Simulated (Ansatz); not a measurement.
CH5AlO2, charge +1, doublet, geometry from GFN2-xTB (such geometries of metal compounds can be far from the true shape) (a state made from the parent by changing its charge; the spin is typed, not shown lowest); MP2/6-311G** run with Ansatz (an electronic-structure program).

The Ansatz input:
Ansatz 0.2 input:
```yaml
crystal:
  periodic: [false, false, false]
  atoms:
    - {symbol: Al, position_ang: [0.17618964, 0.16585162, 0.01209088]}
    - {symbol: C, position_ang: [-1.36611586, -1.29259627, -0.09020564]}
    - {symbol: H, position_ang: [-0.95340228, -2.12659349, -0.65619572]}
    - {symbol: H, position_ang: [-2.07484102, -0.65632500, -0.62522785]}
    - {symbol: H, position_ang: [-1.63231993, -1.55004014, 0.93367067]}
    - {symbol: O, position_ang: [-0.33986226, 1.48049779, -0.80667600]}
    - {symbol: H, position_ang: [-0.11474906, 2.36435500, -1.09400626]}
    - {symbol: O, position_ang: [1.41811254, -0.42120532, 0.86289216]}
    - {symbol: H, position_ang: [2.05553972, -0.90622941, 1.37608231]}
basis:
  gaussian:
    orbitals: 6-311G__.json
total_charge: 1
magnetization: {spin_polarized: true, initial_magnetization: 1}
correlation: {method: mp2, electrons: outside_noble_gas}
accuracy: high
```
The basis file holds 6-311G** in the JSON format of the Basis Set Exchange.

Predict the main parts of the log of this Ansatz run.


```
Functional definition: HF
2145 factors; integrals over basis functions are off by at most 5.5e-8 eV
mean field evaluation 1: about -11753.5583 eV, gradient 5.3e1 eV
mean field evaluation 2: about -11753.5706 eV, gradient 5.3e1 eV
mean field evaluation 4: about -11762.9373 eV, gradient 2.6e0 eV
mean field evaluation 8: about -11763.0131 eV, gradient 2.0e-1 eV
mean field evaluation 16: about -11759.4402 eV, gradient 4.2e0 eV
mean field -11763.01389510 eV, -432.2827873878 hartree, gradient 1.7e-8 eV, S^2 0.757403; 2 other end points of the search recorded, 0 dependent functions left out
8 core orbitals not correlated
reference -11763.01389510 eV, -432.2827873878 hartree; 12, 11 occupied and 91, 92 virtual orbitals, 2145 factors
second order -15.95488176 eV of doubles, -0.00000000 eV of singles
Total energy: -11778.96877686 eV, -432.8691184778 hartree
```
